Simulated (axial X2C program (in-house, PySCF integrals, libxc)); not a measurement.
MoSe⁻: from the spin-free to the two-component result

All values were computed with an in-house relativistic program for diatomic molecules. Spin-free means the one-electron spin-free X2C Hamiltonian; two-component (2c) means X2C with spin–orbit coupling and atomic mean-field two-electron Coulomb and Gaunt terms, so the difference of the two also holds small scalar two-electron terms. Basis: Mo dyall-acv3z [12s13p10d5f3g], Se dyall-acv3z [9s10p7d5f1g] (cores contracted in-house); Gaussian nuclei, density fitting, unrestricted open shells. Masses: Mo 97.905 u, Se 79.917 u.

Spin-free state: M_S = 5/2, Λ = 0 (beyond evenly filled blocks: σα, π+α, π-α, δ+α, δ-α); fragments Mo + Se-.

```json
{"level": "PBE0", "Re (Å)": "2.351", "ωe (cm⁻¹)": "295.6", "De (eV)": "2.721", "μ (D)": "-3.06"}
{"level": "TPSS", "Re (Å)": "2.351", "ωe (cm⁻¹)": "295.3", "De (eV)": "3.089", "μ (D)": "-2.20"}
```

Dipoles are positive if Se is the positive end and refer to the centre of mass.

Two-component determinant lowest at the distance of the search:

Ω = 5/2 (⟨Sz⟩ = 2.50, ⟨Lz⟩ = 0.00 at PBE0); fragments Mo + Se-.

| level | Re (Å) | ωe (cm⁻¹) | De (eV) | μ (D) |
| --- | --- | --- | --- | --- |
| PBE0 | 2.351 | 294.7 | 2.685 | -3.05 |
| TPSS | 2.351 | 294.5 | n/a | -2.19 |

From the two tables, how do the constants change at the PBE0 level (2c against spin-free)?

At the PBE0 level Re is unchanged within 0.001 Å and ωe falls by 0.9 cm⁻¹; De changes by -0.036 eV.

Occupations by symmetry block were frozen at the best pattern of an incomplete PBE0 search. De is counted from the lowest determinant-based energies of the atoms at the same level, without counterpoise correction. De is not given where an atomic determinant may have missed its ground term or J level, or where the truncated virtual space spoils (T). Density functionals use the spin component along the axis (collinear). Other states lie close and PBE0, whose exact exchange favours high spin, may order them wrongly; the determinant shown need not be the ground state. The nearest other spin-free determinant of the search, M_S = 3/2, Λ = 1, lies 0.77 eV up at the distance of the search. Without a current term, density functionals place determinants with orbital angular momentum somewhat too high. With several unpaired electrons one determinant need not be a pure state. The highest occupied level of some functionals is positive through self-interaction error; at Hartree–Fock it is bound. This is the top spin component of a Σ state; components of lower Ω are not single determinants and can lie lower. The determinant is spin-polarised beyond a pure state at some levels (its spin-free form has ⟨S²⟩ too high), which makes Re and μ there less reliable.
